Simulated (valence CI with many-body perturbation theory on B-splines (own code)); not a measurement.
Results of a calculation; reference values are marked as such.
# From CI to CI+MBPT in Hg LIX

Method: valence CI with perturbative core correlation (CI+MBPT): four valence electrons over a frozen Dirac-Fock core [Ar], a basis of 9 s, 9 p, 10 d, 8 f, 5 g, 3 h, 1 i functions for each j, with the one-electron correlation potential Σ1 (screened to all orders), the two-electron term Σ2, the three-electron term Σ3, Breit, model QED; selected single and double excitations, second order for the rest (own B-spline code, finite nucleus).

The last digits are not significant, and no measured levels were compared; by estimate large intervals hold to a few tenths of a per cent, small ones and those within an open d or f shell to about a per cent. The list stops below the first excitations out of the core. Only levels of the ground parity were solved; by the run's estimate the other parity begins above the list, which can be wrong where configurations are misplaced.

Each rung adds one term. CI alone is the Dirac-Coulomb CI over the frozen core; QED comes last and gives the full result, which names the levels. Energies are above (3d3/2^4) J=0 on the same rung, in cm⁻¹.

Levels are named by their leading jj configuration (3d3/2^4 stands for four electrons in 3d with j = 3/2), which in mixed levels can hold well under half, so a name can repeat and another be missing. Letters in brackets count levels of one name in rising energy.

```csv
Level,CI alone,Σ1,Σ2,Σ3,Breit,QED,Full
(3d3/2^3 3d5/2) J=1,780674,+2629,+5091,+1290,-19319,+2230,772594
(3d3/2^3 3d5/2) J=4,902038,+2677,+5369,-140,-36840,+2235,875339
(3d3/2^3 3d5/2) J=2,929781,+2737,+2044,+1482,-27115,+2281,911210
(3d3/2^3 3d5/2) J=3,959698,+2733,+2397,+587,-28224,+2266,939457
(3d3/2^2 3d5/2^2) J=2 [a],1641540,+5237,+7719,+2079,-39663,+4418,1621340
(3d3/2^2 3d5/2^2) J=0,1640370,+5279,+7481,-20,-35608,+4453,1621960
(3d3/2^2 3d5/2^2) J=4 [a],1677330,+5303,+9948,+1104,-53010,+4469,1645150
(3d3/2^2 3d5/2^2) J=3 [a],1692090,+5313,+7777,+1184,-46064,+4469,1664770
(3d3/2^2 3d5/2^2) J=5,1733250,+5313,+10275,+759,-61635,+4456,1692410
(3d3/2^2 3d5/2^2) J=6,1767050,+5330,+11752,+335,-73147,+4462,1715780
(3d3/2^2 3d5/2^2) J=1,1773860,+5362,+3898,+1508,-42475,+4485,1746640
(3d3/2^2 3d5/2^2) J=3 [b],1802810,+5324,+4394,+826,-50543,+4442,1767250
(3d3/2^2 3d5/2^2) J=4 [b],1815750,+5363,+6343,-276,-59100,+4474,1772550
(3d3/2^2 3d5/2^2) J=2 [b],1827480,+5367,+2789,+1804,-49965,+4475,1791950
(3d3/2^2 3d5/2^2) J=2 [c],1934970,+5410,+1678,+1084,-41412,+4475,1906200
(3d3/2^2 3d5/2^2) J=4 [c],1990270,+5432,+2150,+1512,-50182,+4487,1953670
(3d3/2^2 3d5/2^2) J=2 [d],2105820,+5525,-2753,+1204,-41165,+4528,2073160
```

The middle columns are the shifts that each term adds.

How does the ionisation energy move along the ladder, and which term matters most?

CI alone 6036.8, + Σ1 6039.5, + Σ2 6048.5, + Σ3 6048.7, + Breit 6042.1, + QED 6042.4 eV. The largest step is Σ2, 9.0 eV. NIST lists 6041 ± 6 eV (theoretical).
